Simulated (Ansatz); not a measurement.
Computed with Ansatz on PBE0-D4/def2-TZVP structures; ΔE is electronic, products minus reactants. CBS: MP2 limit from def2 TZ/QZ plus the TZ coupled-cluster correction, frozen cores. DFT in def2-TZVPP. HSE06 is defined as in plane-wave codes. For Br outer-core shells are correlated without core-valence functions, which leaves a few kJ/mol of doubt a bond. Scalar relativity is left out up to krypton. Each species was taken in one conformer, which may not be the lowest.

`CCSc1ccccc1` + `CCBr` → `CCCCBr` + `Sc1ccccc1`  (formal exchange of groups at a C–S bond)

```tsv
level	ΔE (kJ/mol)	difference from CCSD(T)/CBS
LDA (SPW92)	-0.3	0.5
revPBE-D4	6.7	7.5
BLYP-D4	6.1	6.9
PBE0-D4	1.8	2.6
r2SCAN0-D4	0.6	1.4
HSE06-D4	1.8	2.6
CAM-B3LYP-D4	-1.0	-0.2
PBE-QIDH	-0.7	0.1
PBE	1.3	2.1
BHLYP	-4.3	-3.5
HF/def2-SVP	-15.8	-15.0
CCSD/def2-SVP	-13.5	-12.7
HF/def2-TZVPP	-8.5	-7.7
HF/def2-QZVPP	-8.3	-7.5
SCS-MP2/def2-QZVPP	0.4	1.2
MP2/CBS(def2)	3.5	4.3
CCSD(T)/CBS	-0.8	0
```

Largest T1 diagnostic among the species: 0.011.

The D4 term adds +4.9 kJ/mol with B3LYP and +3.0 kJ/mol with PBE0; it sums over pairs of atoms, weighted by their polarisabilities, and B3LYP, whose exchange is more repulsive, gets the larger term. Leaving LDA and LC-ωPBE aside and taking each functional with its dispersion term where it has one, the values, not all of them listed here, spread over 8.0 kJ/mol, from ωB97X-V to revPBE-D4. In def2-TZVPP, CCSD(T) changes the Hartree–Fock value by +6.0 kJ/mol (the triples alone add +2.8 kJ/mol) and MP2 by +10.4 kJ/mol.

B3LYP here is the variant with VWN-RPA as its local correlation; programs differ in this.
